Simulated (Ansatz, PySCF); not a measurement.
This Ansatz (a program for electronic structure) input computes a PBE0/def2-TZVPD energy:

Ansatz 0.2 input:
```yaml
crystal:
  periodic: [false, false, false]
  atoms:
    - {symbol: O, position_ang: [-0.35430591, 1.36020506, 0.13305980]}
    - {symbol: S, position_ang: [-0.23161050, -0.04337790, -0.35678804]}
    - {symbol: O, position_ang: [-0.87606018, -1.00492282, 0.56807944]}
    - {symbol: O, position_ang: [1.48814623, -0.30474803, -0.07230899]}
    - {symbol: H, position_ang: [1.64352704, 0.28977270, 0.67796676]}
basis:
  gaussian:
    orbitals: def2-TZVPD
hamiltonian:
  xc: {name: PBE0}
total_charge: -1
output: {forces: true}
```

Problem. Write an input for the same energy in PySCF and say what it gives.

Solution. 
```python
from pyscf import gto, scf, dft

mol = gto.M(
    atom='''
    O    -0.35430591    1.36020506    0.13305980
    S    -0.23161050   -0.04337790   -0.35678804
    O    -0.87606018   -1.00492282    0.56807944
    O     1.48814623   -0.30474803   -0.07230899
    H     1.64352704    0.28977270    0.67796676
    ''',
    basis='def2-tzvpd',
    charge=-1,
    spin=0,
    verbose=4,
)

mf = dft.RKS(mol, xc='pbe0').density_fit(auxbasis='def2-universal-jkfit')
mf.grids.level = 3
mf.conv_tol = 1e-9
mf.max_cycle = 100
mf.max_memory = 1500
mf.kernel()
if not mf.converged:
    mf = mf.newton()
    mf.kernel(mf.make_rdm1())
mf.analyze()
```
It gives -624.26841 Eh, and Ansatz -624.26841 Eh, a difference of 0.00 mEh.
